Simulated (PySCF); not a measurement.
## Removing an electron from `[SiH3]S[SiH]([SiH3])[SiH3]`

Compound: H₁₀SSi₄.
Geometry (PBE0-D3(BJ)/def2-SVP, Å), atoms numbered from 1 in this order:
```
atom  x, y, z in Å
Si1   -2.1897   -1.0838   -0.0479
S2    -1.3613   -0.0623   -1.7468
Si3    0.6037    0.4419   -0.9733
Si4    0.4160    2.3106    0.4339
Si5    1.6245   -1.3615    0.1343
H6    -1.5531   -2.4220    0.1382
H7    -3.6409   -1.2531   -0.3383
H8    -2.0028   -0.2907    1.2036
H9     1.4130    0.7945   -2.1802
H10   -0.3930    1.9480    1.6373
H11    1.7707    2.7589    0.8855
H12   -0.2586    3.4300   -0.2899
H13    1.5636   -2.6017   -0.6964
H14    3.0527   -1.0044    0.3999
H15    0.9446   -1.6104    1.4423
```

Level: CAM-B3LYP/def2-SVPD (PySCF). Frontier orbitals with their largest atomic shares (Löwdin; up to four atoms above 4 %):

```json
{"orbital": "HOMO−3", "ε (eV)": "-10.73", "main atoms": "Si3 22 %, S2 20 %, H9 16 %, Si1 12 %"}
{"orbital": "HOMO−2", "ε (eV)": "-9.98", "main atoms": "S2 25 %, Si3 23 %, Si4 18 %, Si5 7 %"}
{"orbital": "HOMO−1", "ε (eV)": "-9.61", "main atoms": "S2 37 %, Si3 20 %, Si5 16 %, Si1 6 %"}
{"orbital": "HOMO", "ε (eV)": "-8.32", "main atoms": "?"}
{"orbital": "LUMO", "ε (eV)": "0.16", "main atoms": "S2 24 %, Si3 21 %, Si5 12 %, Si1 9 %"}
{"orbital": "LUMO+1", "ε (eV)": "0.63", "main atoms": "Si5 20 %, S2 12 %, Si4 12 %, Si3 12 %"}
{"orbital": "LUMO+2", "ε (eV)": "0.66", "main atoms": "Si3 18 %, Si5 15 %, S2 14 %, Si4 13 %"}
```

Task: What vertical ionisation energy does ΔSCF give, and how far is −ε(HOMO) from it?

Result: ΔSCF: 8.90 eV (859 kJ/mol; threshold wavelength 139 nm); ⟨S²⟩ of the doublet left behind is 0.759, against 0.75 for a pure doublet. −ε(HOMO) is 8.32 eV, 0.58 eV below it. In exact Kohn–Sham theory the two would be equal; CAM-B3LYP (range-separated hybrid) falls short of its own ΔSCF value by 7 %.

Task: On which atoms does the HOMO lie?

Result: S2 (sulfur bonded to 2 Si) 51 %, Si3 (SiH silicon) 14 %, Si4 (SiH3 silicon) 11 %, Si5 (SiH3 silicon) 7 %. The HOMO−1 lies 1.29 eV lower.

Task: How many of the 10 lowest singlet excitations (vertical TDDFT, same level) lie below the ionisation energy?

Result: All 10; they run from 5.24 to 7.19 eV.

Task: With α = 138.0 au, estimate the like-pair dispersion coefficient by London's formula C6 = (3/4)α²I.

Result: I = 0.3270 Eh, so C6 ≈ 4670 au, a rough estimate.

Task: What total energies stand behind the ΔSCF value?

Result: E(N) = -1561.74293 Eh and E(N − 1) = -1561.41593 Eh at the same geometry, 0.32700 Eh apart.

Geometry: PBE0-D3(BJ)/def2-SVP, one conformer, isolated molecule.
